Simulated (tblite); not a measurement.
C6H10N2OSi.
Numbering: `[CH2:1]=[C:2]([C:3]#[N:4])[CH2:5][NH:6][SiH2:7][C:8]([CH3:9])=[O:10]` (hydrogens: H11, H12 on C1; H13, H14 on C5; H15 on N6; H16, H17 on Si7; H18, H19, H20 on C9)

Computed with GFN2-xTB (tblite), gas phase: L-BFGS steps from a force-field or distance-geometry start until the largest atomic force falls under 0.01 eV/Å.

Geometry at step 42:
```
atom  x, y, z in Å
C1     -3.0567    0.9474   -0.1173
C2     -2.7077   -0.3260   -0.2876
C3     -3.7150   -1.3219   -0.2285
N4     -4.5384   -2.1175   -0.1946
C5     -1.3238   -0.8784   -0.5194
N6     -0.2577    0.0375   -0.2342
Si7     1.3039   -0.0766   -0.9242
C8      2.3879    0.8853    0.3352
C9      3.7924    0.4343    0.6364
O10     1.8993    1.8524    0.8789
H11    -4.0891    1.2154    0.0412
H12    -2.3420    1.7501   -0.1559
H13    -1.2346   -1.1757   -1.5679
H14    -1.2328   -1.7976    0.0805
H15    -0.3637    0.4917    0.6594
H16     1.7101   -1.4807   -1.1108
H17     1.3544    0.6081   -2.2191
H18     3.7912   -0.6247    0.8952
H19     4.2011    1.0209    1.4583
H20     4.4160    0.5669   -0.2480
```

Problem. Give the atomic forces at this geometry.

Solution. 
```csv
atom,Fx (eV/Å),Fy (eV/Å),Fz (eV/Å)
C1,0.039,0.002,-0.065
C2,-0.055,-0.013,0.052
C3,-0.020,0.067,-0.097
N4,-0.039,-0.089,0.033
C5,-0.046,-0.039,-0.009
N6,-0.031,0.090,0.042
Si7,0.006,-0.101,-0.097
C8,-0.002,-0.060,0.024
C9,-0.046,0.037,0.023
O10,0.060,-0.023,0.031
H11,0.052,0.019,0.030
H12,0.079,-0.022,0.000
H13,-0.041,-0.031,-0.057
H14,-0.007,-0.055,0.015
H15,0.010,0.061,0.079
H16,0.114,0.116,0.095
H17,-0.015,0.014,-0.043
H18,-0.014,0.094,-0.053
H19,0.057,-0.036,-0.028
H20,-0.100,-0.028,0.024
```

The largest, 0.19 eV/Å, acts on H16; the rms over all components is 0.055 eV/Å. The forces sum to zero within rounding, as they must for an isolated molecule in no field.

Problem. Give the force on H16 in Eh/bohr and in nN.

Solution. 0.188 eV/Å ÷ 51.422 = 0.00366 Eh/bohr, and 0.188 eV/Å × 1.602 = 0.30 nN.

Problem. How far is this geometry from the end of the optimisation?

Solution. 0.163 eV above it, and 0.896 Å rms away after alignment. The bonds farthest from their final lengths, with half the difference of the two atoms' forces along the bond (positive lengthens):

```
   bond  now (Å)  final (Å)  force along bond (eV/Å)
  C2–C5    1.508      1.517                    +0.01
Si7–H16    1.474      1.466                    -0.10
Si7–H17    1.466      1.472                     0.00
  C8–C9    1.506      1.501                    -0.04
 N6–H15    1.008      1.011                    +0.01
 N6–Si7    1.711      1.708                    +0.05
```

The angle farthest from its final value is N6–Si7–H17, 110.9° against 116.1°.

The cost below is that of the whole relaxation. The run took 1.4 s wall on an Arm Neoverse V2 with one thread, shared host with 96 logical CPUs at a one-minute load of 27.
